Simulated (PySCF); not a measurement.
# How methods differ on the excitation energy of Si²⁺

Si²⁺ [Ne] 3s2 (1S) → Si²⁺ [Ne] 3s1 3p1 (3P), as a difference of total energies. Calculation: PySCF 2.14, in aug-cc-pVQZ-DK (7s6p4d3f2g, 84 functions); the spin-free X2C one-electron Hamiltonian (Gaussian nucleus). Correlated levels: valence: [Ne] frozen. The calculations carry no spin-orbit coupling.

```csv
method,excitation energy (eV)
UHF,5.331
MP2 (valence),6.156
SCS-MP2 (valence),6.389
CCSD (valence),6.434
```

Q: How much does correlation contribute at MP2 (valence)?

A: 6.156 − (5.331) = 0.825 eV, measured against UHF.

A first-order spin-orbit estimate (lowest level to lowest level, LS coupling) adds -0.028 eV.

With two correlated electrons CCSD is exact in that space.
